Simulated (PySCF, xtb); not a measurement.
s-indacene (C12H8), SMILES C1=Cc2cc3c(cc2=C1)C=CC=3.

GFN2-xTB (xtb) at its own geometry gives an orbital gap of 0.84 eV and a dipole moment of 0.00 D.

Geometry: PBE-D3(BJ)/def2-SVP.

Question: What does CAM-B3LYP/def2-SVP run with PySCF give? (Estimate from the structure and the level; the computed values follow.)

Answer: gap 4.17 eV (levels -6.62 and -2.44 eV), dipole 0.00 D.
